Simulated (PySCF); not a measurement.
Constitutional and geometric isomers with formula CH3BSi. Isolated molecules, 0 K electronic values unless said otherwise. Strings in code marks are SMILES.

Method: PBE0-D3(BJ)/def2-TZVP in PySCF. All candidates: neutral, multiplicity 1. 

```json
{
  "dipole_moment": "1.44 D",
  "HOMO–LUMO gap": "5.56 eV",
  "LUMO": "-1.55 eV"
}
```

Q: Name which member has these values.
A. `B1C=[SiH]1`
B. `B1=C[SiH2]1`
C. `B=C=[SiH2]`

A: A, `B1C=[SiH]1`. The others give `B1=C[SiH2]1`: 1.21 D, 4.57 eV, -2.66 eV; `B=C=[SiH2]`: 1.56 D, 3.99 eV, -2.63 eV
